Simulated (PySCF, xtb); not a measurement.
5-ethenylidene-2H-furan (C6H6O), SMILES C=C=C1C=CCO1. The values are those of a single conformer.

Harmonic wavenumbers (cm⁻¹) from GFN2-xTB (xtb) at its own minimum, in rising order: 128, 142, 214, 303, 514, 544, 561, 583, 767, 769, 856, 870, 875, 977, 978, 986, 1036, 1089, 1139, 1143, 1253, 1286, 1330, 1457, 1463, 1632, 2066, 2849, 2893, 3035, 3040, 3150, 3167.

Problem. What does PBE-D3(BJ)/def2-SVP (PySCF) give at its own minimum? (The exact figures need the calculation; the answer reports its results.)

Solution. 123, 155, 208, 318, 541, 558, 568, 594, 722, 782, 863, 869, 918, 935, 962, 979, 1001, 1072, 1143, 1155, 1255, 1317, 1335, 1425, 1439, 1606, 2012, 2913, 2940, 3005, 3075, 3160, 3187. Paired by order, the mean absolute difference is 22 cm⁻¹ and the zero-point energies are 61.6 and 61.7 kcal/mol.
